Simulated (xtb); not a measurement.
CN (SMILES [C]#N), doublet, from a rough starting geometry; GFN2-xTB in xtb.

Input for xtb:
```
$ xtb mol.xyz --gfn 2 --uhf 1 --opt vtight --json

# file mol.xyz
2

C      0.02968942    -0.00231067    -0.55568608
N     -0.02762750     0.01132966     0.57965084
```

Problem. Predict the main parts of the log of this xtb run.

Solution. 
```
   ID    Z sym.   atoms
    1    6 C      1
    2    7 N      2

           -------------------------------------------------
          |                Calculation Setup                |
           -------------------------------------------------

           -------------------------------------------------
          |                 G F N 2 - x T B                 |
           -------------------------------------------------

          ...................................................
          :                      SETUP                      :
          :.................................................:
          :  # basis functions                   8          :
          :  # atomic orbitals                   8          :
          :  # shells                            4          :
          :  # electrons                         9          :
          :  max. iterations                   250          :
          :  Hamiltonian                  GFN2-xTB          :
          :  restarted?                      false          :
          :  GBSA solvation                  false          :
          :  PC potential                    false          :
          :  electronic temp.          300.0000000     K    :
          :  accuracy                    1.0000000          :
          :  -> integral cutoff          0.2500000E+02      :
          :  -> integral neglect         0.1000000E-07      :
          :  -> SCF convergence          0.1000000E-05 Eh   :
          :  -> wf. convergence          0.1000000E-03 e    :
          :  Broyden damping             0.4000000          :
          :  net charge                          0          :
          :  unpaired electrons                  1          :
          ...................................................

 iter      E             dE          RMSdq      gap      omega  full diag
   1     -4.9088853 -0.490889E+01  0.118E+01    5.00       0.0  T
   2     -4.8390181  0.698672E-01  0.104E+01    4.70       1.0  T
   3     -4.9957599 -0.156742E+00  0.512E+00    4.76       1.0  T
   4     -5.0021083 -0.634841E-02  0.106E+00    4.61       1.0  T
   5     -5.0035632 -0.145485E-02  0.601E-01    4.64       1.0  T
   6     -5.0036333 -0.701066E-04  0.198E-01    4.68       1.0  T
   7     -5.0037111 -0.777935E-04  0.311E-02    4.67       2.3  T
   8     -5.0037127 -0.162730E-05  0.699E-03    4.67      10.1  T
   9     -5.0037128 -0.926602E-07  0.300E-03    4.67      23.6  T
[...]
         :: total energy              -4.895970689632 Eh    ::
 * total energy  :    -4.8959707 Eh     change       -0.3355893E-10 Eh
 * total energy  :    -4.8959736 Eh     change       -0.2947417E-05 Eh
 * total energy  :    -4.8959738 Eh     change       -0.1372381E-06 Eh
 * total energy  :    -4.8959738 Eh     change       -0.4717410E-07 Eh
   *** GEOMETRY OPTIMIZATION CONVERGED AFTER 4 ITERATIONS ***
         :: total energy              -4.895973821505 Eh    ::
[...]
         2        2.0000           -0.5554468             -15.1145
         3        2.0000           -0.5341887             -14.5360
         4        2.0000           -0.5341887             -14.5360
         5        1.0000           -0.4286817             -11.6650 (HOMO)
         6                         -0.2566176              -6.9829 (LUMO)
         7                         -0.2566176              -6.9829
         8                          0.8939739              24.3263
      -------------------------------------------------------------
                  HL-Gap            0.1720641 Eh            4.6821 eV
             Fermi-level           -0.4120424 Eh          -11.2122 eV

     #   Z          covCN         q      C6AA      α(0)
     1   6 C        0.910     0.039    34.291     9.800
     2   7 N        0.910    -0.039    22.003     6.784

 Mol. C6AA /au·bohr⁶  :        110.757178
 Mol. C8AA /au·bohr⁸  :       2852.865526
 Mol. α(0) /au        :         16.584243

Wiberg/Mayer (AO) data.
largest (>0.10) Wiberg bond orders for each atom

 ---------------------------------------------------------------------------
     #   Z sym  total        # sym  WBO       # sym  WBO       # sym  WBO
 ---------------------------------------------------------------------------
     1   6 C    3.229 --     2 N    3.229
     2   7 N    3.229 --     1 C    3.229
 ---------------------------------------------------------------------------

Topologies differ in total number of bonds
Writing topology from bond orders to xtbtopo.mol

molecular dipole:
                 x           y           z       tot (Debye)
 q only:        0.004      -0.001      -0.084
   full:        0.012      -0.003      -0.235       0.599
molecular quadrupole (traceless):
                xx          xy          yy          xz          yz          zz
 q only:        0.002       0.000       0.002      -0.000      -0.001      -0.004
  q+dip:       -0.554      -0.001      -0.558      -0.085       0.017       1.113
   full:        0.140       0.000       0.140       0.020      -0.008      -0.280

optimized geometry written to: xtbopt.xyz

           -------------------------------------------------
          | TOTAL ENERGY               -4.895973821505 Eh   |
          | GRADIENT NORM               0.000000500874 Eh/α |
          | HOMO-LUMO GAP               4.682103409620 eV   |
           -------------------------------------------------

normal termination of xtb
```
